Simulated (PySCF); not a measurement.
Input for PySCF:
```python
from pyscf import gto, scf, dft

mol = gto.M(
    atom='''
Ge    0.01682949    0.00687689    1.03311619
Br    1.00009172   -1.51961211   -0.47860423
Br   -1.01547868    1.51332467   -0.46595914
''',
    basis='cc-pvtz',
    verbose=4,
)

mf = dft.RKS(mol)
mf.xc = 'lda,vwn'
mf = mf.density_fit(auxbasis='def2-universal-jkfit')
mf.kernel()
mf.analyze()
```

Q: Give the total energy at the level DF-SVWN5/cc-pVTZ in PySCF.

A: -7215.312846 Ha

Q: What HOMO energy does DF-SVWN5/cc-pVTZ give?

A: -6.99 eV

Q: Give the dipole moment at the level DF-SVWN5/cc-pVTZ.

A: 1.79 D

Q: Give the nuclear repulsion energy at the level DF-SVWN5/cc-pVTZ.

A: 679.7088 Eh

Q: Estimate the HOMO-LUMO gap that DF-SVWN5/cc-pVTZ returns for this input.

A: 2.78 eV

Q: Roughly what does it cost on one core?

A: roughly 13 core-seconds.
